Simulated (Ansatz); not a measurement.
Cost and result for the atomization energy of C$_{4}$H$_{4}$F$_{6}$O, SMILES `FCC(F)C(F)(F)OC(F)F` (15 atoms, 14 bonds).

Z-matrix (Å, degrees):
```
C
C 1 1.507
F 1 1.374 2 109.0
H 1 1.092 2 110.3 3 -119.4
H 1 1.093 2 110.1 3 119.3
C 2 1.528 1 112.3 3 -166.3
F 2 1.376 1 110.3 3 73.3
H 2 1.094 1 110.3 3 -46.1
O 6 1.374 2 115.5 1 -52.7
F 6 1.337 2 108.6 1 65.5
F 6 1.347 2 109.1 1 -177.2
C 9 1.379 6 119.0 2 -70.6
F 12 1.334 9 107.0 6 -138.7
F 12 1.344 9 109.0 6 105.4
H 12 1.090 9 113.3 6 -16.9
```

The species carries charge 0 and has multiplicity 1. Geometry: relaxed with PBE0-D4/def2-TZVP. It is one conformer, not always the lowest. Program: Ansatz. All runs use 5 threads of an AMD EPYC 7R13 on a shared host and a share of an NVIDIA H100 80 GB. Times are those of one run each, without the atoms' runs, and a repeat can differ threefold. Electronic energies, without spin–orbit coupling; frozen cores. CCSD(T)/CBS adds CCSD(T) − MP2 in def2-TZVPP to the MP2 limit, and its time is that of the two runs behind it. T1 = 0.012.

CCSD(T)/CBS is a level of theory with its own doubt, some kJ/mol a heavy atom from the limit and from the frozen cores, so smaller differences don't rank the functionals.

| level | functions | wall time | atomization (kJ/mol) | difference from CCSD(T)/CBS | per bond |
| --- | --- | --- | --- | --- | --- |
| CCSD(T)/def2-SVP | 174 | 7.5 s | 5864.2 | -282.8 | -20.2 |
| CAM-B3LYP-D4/def2-TZVPP | 397 | 8 s | 6199.3 | 52.3 | 3.7 |
| BHLYP-D4/def2-TZVPP | 397 | 9.5 s | 5804.5 | -342.5 | -24.5 |
| B2PLYP/def2-TZVPP | 397 | 9.5 s | 6070.2 | -76.8 | -5.5 |
| r2SCANh-D4/def2-TZVPP | 397 | 11 s | 6121.8 | -25.2 | -1.8 |
| ωB97X-V/def2-TZVPP | 397 | 12 s | 6184.1 | 37.1 | 2.7 |
| LDA (SPW92)/def2-TZVPP | 397 | 12 s | 7456.5 | 1309.5 | 93.5 |
| MP2/def2-QZVPP | 747 | 13 s | 6328.0 | 181.0 | 12.9 |
| ωB97M-V/def2-TZVPP (with forces) | 397 | 14 s | 6183.8 | 36.8 | 2.6 |
| BLYP-D4/def2-TZVPP | 397 | 14 s | 6172.2 | 25.2 | 1.8 |
| B97M-V/def2-TZVPP | 397 | 14 s | 6148.0 | 1.0 | 0.1 |
| CCSD(T)/def2-TZVPP | 397 | 42 s | 5976.6 | -170.4 | -12.2 |
| CCSD(T)/CBS(def2) | – | 54 s | 6147.0 | 0.0 | 0.0 |

In def2-TZVPP, CCSD(T) changes the Hartree–Fock value by +1769.9 kJ/mol (the triples alone add +129.8 kJ/mol) and MP2 by +2021.2 kJ/mol; breaking electron pairs costs correlation energy, which Hartree–Fock lacks. Leaving LDA and LC-ωPBE aside and taking each functional with its dispersion term where it has one, the values, not all of them listed here, spread over 621.7 kJ/mol, from BHLYP-D4 to PBE-D4. LDA lies +1064.0 kJ/mol from PBE without D4, its usual overbinding. From PBE to PBE0 (25 % exact exchange), in def2-TZVPP and without D4, the atomization energy moves by −224.7 kJ/mol: exact exchange takes away binding that semilocal exchange gives to molecules.
